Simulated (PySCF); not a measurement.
Molecule: Ge(F)2(Me)(Vi), SMILES [Ge]([F])([CH]=C)([CH3])[F] (C3H6F2Ge). Atoms near the plane z = 0.0 Å, at the PBE0/def2-SVP optimised geometry (x, y, z in Å): C1 (-1.4, 1.7, -0.9), C2 (-0.6, 1.2, 0.0), Ge3 (0.0, -0.6, 0.0), F5 (1.8, -0.6, 0.0), H8 (-1.8, 2.8, -0.9), H9 (-0.2, 1.9, 0.8).

Calculation: PBE0/def2-TZVP (PySCF). Cells within 0.4 Å of a nucleus heavier than hydrogen are left out (blank, or x). The values are rescaled to run from 0 to 1.

```
|55555555555555555555555555555|
|55555555555555555555555555555|
|55555555555555555555555555555|
|55555555555555555555555555555|
|55555555555555555555555555555|
|55555555555556665555555555555|
|55555555555566666655555555555|
|55555555445566666655555555555|
|55555554434567776665555555555|
|55555544322369876665555555555|
|555555443210xx987665555555555|
|555555443210xx976665555555555|
|55555554432236776655555555555|
|55555555443345666555555555555|
|55555555544445565544555555555|
|55555555555556x555xx665555555|
|55555555555556xx55xx765555555|
|55555555555555555566665555555|
|55555555555555555556665555555|
|55555555555555555555555555555|
|55555555555555555555555555555|
|55555555555555555555555555555|
|55555555555555555555555555555|
|55555555555555555555555555555|
|55555555555555555555555555555|
|55555555555555555555555555555|
|55555555555555555555555555555|
|55555555555555555555555555555|
|55555555555555555555555555555|
```
Scale: ten equal steps from 0.000 (start of '0') to 1.00 (end of '9'), in the order '0123456789'; x runs from -5.00 to 5.00, y from -5.00 (bottom) to 5.00 (top).

**Question.** Which quantity is mapped?
A) an orbital amplitude
B) deformation density (molecule minus spherical neutral atoms)
C) electrostatic potential
D) electron localisation function

**Answer.** A, an orbital amplitude. In full: HOMO amplitude (bohr^(-3/2)).
